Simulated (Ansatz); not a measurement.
Be₁₀O₁₀⁻ (started as a model of: (BeO)10 cage of four- and six-membered rings). Charge -1, multiplicity 2. Geometry PBE-D4/def2-SVP, that of the neutral singlet; atoms count from 1.

```tsv
atom	x (Å)	y (Å)	z (Å)
Be1	2.7004	0.9875	-0.0334
O2	2.2968	1.5516	1.3766
Be3	2.3267	-0.0969	1.6859
O4	3.0109	-0.6130	0.3690
Be5	1.7696	-0.8059	-0.5979
O6	1.6978	0.7285	-1.2077
Be7	0.1729	1.0748	-1.1032
O8	-0.3944	1.5308	0.3757
Be9	0.7409	1.2508	1.4237
O10	0.8116	-0.2852	2.0329
Be11	-0.1730	-1.0743	1.1034
O12	0.3944	-1.5317	-0.3753
Be13	-0.7409	-1.2504	-1.4238
O14	-0.8112	0.2848	-2.0327
Be15	-2.3266	0.0975	-1.6863
O16	-2.2965	-1.5518	-1.3767
Be17	-1.7698	0.8063	0.5980
O18	-1.6981	-0.7290	1.2077
Be19	-2.7004	-0.9870	0.0329
O20	-3.0109	0.6126	-0.3689
```

The highest occupied level of the charge -1 doublet lies above zero (up to 1.17 eV). Energy differences put its binding near zero (0.03 eV; vertical, against the charge 0 singlet, at PBE0-D4/def2-SVP), which leaves it undecided.

(1) Estimate the Mulliken populations from the PBE0/def2-SVP orbitals of Ansatz.

(2) Where does the spin sit?

(3) And the Mayer bond orders between heavy atoms (over 0.3)?

Answers

(1) 
| atom | charge (e) | spin (α − β) |
| --- | --- | --- |
| Be1 | 0.64 | 0.13 |
| O2 | -0.70 | -0.01 |
| Be3 | 0.64 | 0.12 |
| O4 | -0.70 | -0.01 |
| Be5 | 0.66 | 0.07 |
| O6 | -0.74 | -0.01 |
| Be7 | 0.56 | 0.17 |
| O8 | -0.79 | -0.01 |
| Be9 | 0.66 | 0.07 |
| O10 | -0.74 | -0.01 |
| Be11 | 0.56 | 0.17 |
| O12 | -0.79 | -0.01 |
| Be13 | 0.66 | 0.07 |
| O14 | -0.74 | -0.01 |
| Be15 | 0.64 | 0.13 |
| O16 | -0.70 | -0.01 |
| Be17 | 0.66 | 0.07 |
| O18 | -0.74 | -0.01 |
| Be19 | 0.64 | 0.12 |
| O20 | -0.70 | -0.01 |
Mulliken values depend strongly on the basis.

(2) Summed by element: Be 1.12, O -0.12, of 1 unpaired in all. Largest on single atoms: Be7 0.17, Be11 0.17, Be1 0.13.

(3) Be1–O2 0.69 (1.57 Å); Be1–O4 0.55 (1.68 Å); Be1–O6 0.67 (1.57 Å); O2–Be3 0.55 (1.68 Å); O2–Be9 0.77 (1.59 Å); Be3–O4 0.69 (1.57 Å); Be3–O10 0.67 (1.57 Å); O4–Be5 0.77 (1.59 Å); Be5–O6 0.51 (1.65 Å); Be5–O12 0.63 (1.57 Å); O6–Be7 0.71 (1.57 Å); Be7–O8 0.54 (1.65 Å); Be7–O14 0.71 (1.57 Å); O8–Be9 0.63 (1.57 Å); O8–Be17 0.63 (1.57 Å); Be9–O10 0.51 (1.65 Å); O10–Be11 0.71 (1.57 Å); Be11–O12 0.54 (1.65 Å); Be11–O18 0.71 (1.57 Å); O12–Be13 0.63 (1.57 Å); Be13–O14 0.51 (1.65 Å); Be13–O16 0.77 (1.59 Å); O14–Be15 0.67 (1.57 Å); Be15–O16 0.55 (1.68 Å); Be15–O20 0.69 (1.57 Å); O16–Be19 0.69 (1.57 Å); Be17–O18 0.51 (1.65 Å); Be17–O20 0.77 (1.59 Å); O18–Be19 0.67 (1.57 Å); Be19–O20 0.55 (1.68 Å).
